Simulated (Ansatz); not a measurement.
Consider the ligand exchange at a B–O bond: `COB(N)O[SiH3]` + HCl → `NB(Cl)O[SiH3]` + CH₃OH.

Program: Ansatz. Geometries: PBE0-D4/def2-TZVP. ΔE: electronic, gas phase. CCSD(T)/CBS adds triple-zeta CCSD(T) − MP2 to the extrapolated MP2 energy (def2 sets, frozen cores). This one scheme is used for every species. One conformer a species, not always the lowest.

| species | CCSD/def2-TZVPP energy (Eh) |
| --- | --- |
| `COB(N)O[SiH3]` | -561.75801 |
| HCl | -460.32332 |
| `NB(Cl)O[SiH3]` | -906.52605 |
| CH₃OH | -115.54074 |

Work out ΔE.

ΔE = (-906.52605) + (-115.54074) − (-561.75801) − (-460.32332) = 0.01454 Eh = +9.1 kcal/mol. CCSD(T)/CBS gives +8.2 kcal/mol.

Largest T1 diagnostic among the species: 0.011.
